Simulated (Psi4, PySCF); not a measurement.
Input for Psi4:
```
memory 2 GB

molecule mol {
0 1
Ca    0.208333   -0.772484   -0.002316
Cl    1.272213    0.834657   -1.365239
Cl   -1.517311    0.074148    1.367964
}

set {
  basis 6-31g*
  reference rhf
  scf_type pk
  puream true
  d_convergence 1e-8
}

energy('scf')
print_variables()
```

Write the same job for PySCF.

One answer among several that fit: 
```python
from pyscf import gto, scf

mol = gto.Mole()
mol.atom = '''
    Ca    0.20833325   -0.77248415   -0.00231624
    Cl    1.27221329    0.83465715   -1.36523888
    Cl   -1.51731124    0.07414773    1.36796387
'''
mol.basis = '6-31g*'
mol.verbose = 4
mol.build()

mf = scf.RHF(mol)
mf.kernel()
```

Both were run: Psi4 gave -1595.821544 Eh and PySCF -1595.821544 Eh, 0.000 mEh apart.
